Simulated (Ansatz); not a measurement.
C₈H₂₃N₃OTi (`CC[O][Ti]([N](C)C)([N](C)C)[N](C)C`), relaxed with RKS PBE0-D4/def2-TZVP in Ansatz from a PBE-D4/def2-SVP geometry. The force threshold is 0.005 eV/Å; the program also tests the step.

Charge 0, multiplicity 1.

Start:

```xyz
36

C    -1.498    3.348   -1.579
C    -0.266    2.493   -1.870
O    -0.044    1.551   -0.864
Ti    0.160   -0.014    0.030
N     0.679   -1.462   -1.099
C    -0.097   -1.610   -2.312
C     1.761   -2.408   -0.967
N     1.507    0.092    1.378
C     2.691    0.873    1.087
C     1.468   -0.439    2.720
N    -1.459   -0.575    0.882
C    -2.318    0.432    1.468
C    -1.983   -1.918    0.980
H    -1.659    4.099   -2.381
H    -2.406    2.714   -1.505
H    -1.378    3.889   -0.617
H    -0.389    1.980   -2.857
H     0.632    3.152   -1.971
H     0.525   -1.495   -3.235
H    -0.593   -2.611   -2.376
H    -0.901   -0.843   -2.360
H     2.319   -2.221   -0.029
H     2.483   -2.347   -1.820
H     1.391   -3.464   -0.943
H     3.624    0.261    1.157
H     2.642    1.290    0.059
H     2.815    1.735    1.790
H     0.524   -0.996    2.887
H     1.533    0.366    3.495
H     2.319   -1.137    2.917
H    -2.466    0.272    2.565
H    -1.884    1.445    1.334
H    -3.337    0.442    1.004
H    -2.111   -2.240    2.044
H    -2.989   -2.017    0.498
H    -1.296   -2.636    0.490
```

(1) How much energy does the relaxation release, and in how many steps? (Best estimate.)

(2) Which bonds change most? (An estimate is asked.)

(3) Give the relaxed structure. (Estimate.)

Answers

(1) The calculation gave: 0.16 eV, in 25 steps.

(2) Ansatz gave: C2–H18 from 1.119 to 1.098 Å; C2–H17 from 1.119 to 1.100 Å; C12–H33 from 1.120 to 1.101 Å.

(3) Computed: 
```xyz
36

C    -1.821    2.668   -1.582
C    -0.336    2.487   -1.822
O     0.234    1.594   -0.924
Ti    0.293    0.046    0.011
N     0.705   -1.429   -1.102
C     0.034   -1.504   -2.375
C     1.662   -2.483   -0.911
N     1.590    0.118    1.394
C     2.807    0.863    1.189
C     1.500   -0.452    2.711
N    -1.380   -0.374    0.802
C    -1.980    0.648    1.623
C    -2.195   -1.553    0.697
H    -2.248    3.362   -2.311
H    -2.343    1.711   -1.667
H    -2.003    3.065   -0.581
H    -0.167    2.132   -2.849
H     0.175    3.455   -1.735
H     0.741   -1.444   -3.216
H    -0.525   -2.446   -2.482
H    -0.684   -0.686   -2.489
H     2.156   -2.377    0.056
H     2.436   -2.476   -1.694
H     1.181   -3.473   -0.943
H     3.695    0.220    1.285
H     2.826    1.309    0.192
H     2.912    1.678    1.921
H     0.555   -0.983    2.834
H     1.563    0.321    3.493
H     2.317   -1.165    2.899
H    -2.146    0.294    2.652
H    -1.335    1.530    1.682
H    -2.953    0.976    1.226
H    -2.374   -2.009    1.683
H    -3.183   -1.328    0.265
H    -1.708   -2.296    0.066
```
